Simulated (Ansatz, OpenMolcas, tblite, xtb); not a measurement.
**A ladder of methods for BCl3 (boron trichloride)**

BCl3: 4 atoms, total charge 0, spin state singlet. SMILES: `ClB(Cl)Cl`. The shape is that of a PBE0-D4/def2-TZVP optimisation.

Quantity: the HOMO–LUMO gap, in eV. The values are calculated.

```
           level                    kind     program  value (eV)   CPU time
        GFN1-xTB          semi-empirical      tblite        5.46  under 2 s
        GFN2-xTB          semi-empirical         xtb        4.42  under 2 s
    HF/6-311+G**            Hartree–Fock      Ansatz       13.79      3.3 s
 SVWN5/6-311+G**                     LDA      Ansatz        4.95      4.6 s
   PBE/6-311+G**                     GGA      Ansatz        5.07      6.8 s
r2SCAN/6-311+G**                meta-GGA      Ansatz        5.71       15 s
 B3LYP/6-311+G**           global hybrid      Ansatz        6.94       11 s
 HSE06/6-311+G**  range-separated hybrid      Ansatz        6.62       11 s
 wB97X/6-311+G**  range-separated hybrid      Ansatz       12.06       33 s
B2PLYP/6-311+G**           double hybrid  OpenMolcas       10.05       25 s
```

The values span 4.42 to 13.79 eV. Orbital gaps aren't excitation energies, and those of double hybrids come from the SCF part alone; they tend to grow with the share of exact exchange. Times are those of the runs behind each value, whatever else they computed, on shared processors of several kinds: orders of magnitude only.
